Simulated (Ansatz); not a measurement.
Species: C5H7Ge, net charge -1, singlet state. It need not be the lowest isomer of its formula. Whether it binds its extra electron was not tested at this geometry. 
Geometry from a B3LYP-D3(BJ)/def2-TZVP (Ansatz, a first-principles code) optimisation:
SMILES: [GeH2-][C]1=CC=CC1
```xyz
13

Ge     1.6716    -0.0692    -0.2933
C     -0.3510    -0.0396     0.0121
C     -1.2669    -0.8706    -0.5422
C     -2.6206    -0.5423    -0.0883
C     -2.5698     0.5057     0.7560
C     -1.1277     0.9170     0.8939
H      2.0054    -0.2062     1.2905
H      1.8054     1.5491    -0.2255
H     -1.0385    -1.6745    -1.2326
H     -3.5216    -1.0651    -0.3921
H     -3.4085     0.9811     1.2485
H     -0.7680     0.8569     1.9274
H     -0.9512     1.9529     0.5813
```
Charge -1, spin multiplicity 1.

Basis-set convergence of Hartree-Fock and MP2 correlation energies (hartree) with Ansatz. Valence correlation only, unless marked. No spin-orbit coupling. The frozen core is the preceding noble-gas configuration, with the filled d and f shells of earlier blocks. No relativistic terms. This anion needs diffuse functions, which these sets lack.

The Hartree-Fock reference is unstable (checked in the largest basis), which strains HF and MP2. 

```tsv
basis	functions	E(HF)	E(corr, MP2)
cc-pVDZ	132	-2268.70263	-0.76780
cc-pVTZ	291	-2268.82628	-0.93502
cc-pVQZ	553	…	…
```

Q: Some entries are withheld; supply them.

A: 
- cc-pVQZ, E(HF): -2268.84302
- cc-pVQZ, E(corr, MP2): -0.99421
